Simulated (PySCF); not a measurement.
PySCF 2.14 output of an unrestricted LDA calculation on a single atom or ion in aug-cc-pVTZ-DK (4s3p2d, 23 functions), with scalar relativity by spin-free X2C-1e:

```
SCF conv_tol = 1e-09
number electrons alpha = 1  beta = 0
    P. A. M. Dirac.,  Math. Proc. Cambridge Philos. Soc. 26, 376 (1930)
    F. Bloch.,  Z. Phys. 57, 545 (1929)
    S. H. Vosko, L. Wilk, and M. Nusair.,  Can. J. Phys. 58, 1200 (1980)
cycle= 1 E= -0.0961202947860702  delta_E= -9.07e-05  |g|= 0.000587  |ddm|= 0.0237
cycle= 2 E= -0.0961207987317878  delta_E= -5.04e-07  |g|= 4.43e-05  |ddm|= 0.00188
cycle= 3 E= -0.0961208017751193  delta_E= -3.04e-09  |g|= 1.94e-07  |ddm|= 0.00016
cycle= 4 E= -0.0961208017751572  delta_E= -3.78e-14  |g|= 2.35e-10  |ddm|= 6.11e-07
converged SCF energy = -0.0961208017751572  <S^2> = 0.75  2S+1 = 2
```

The run itself started from symmetry-adapted Hartree-Fock orbitals and held the occupation by maximum overlap, on a logarithmic radial grid, so the iterations belong to that start.

Question: Which element, charge and spin multiplicity is this?

Answer: H (hydrogen, neutral), multiplicity 2; the state was 2p1, 2P determinant (an excited configuration).

For one electron the Hartree and exchange-correlation energies should cancel; what remains is the self-interaction error. The outer electron is Rydberg-like, and this basis confines it to a smaller radius and binds it less than a complete one would. At LDA the highest occupied level has a positive energy, so only the finite basis holds that electron; for this excited configuration the basis is too tight for the outer shell.
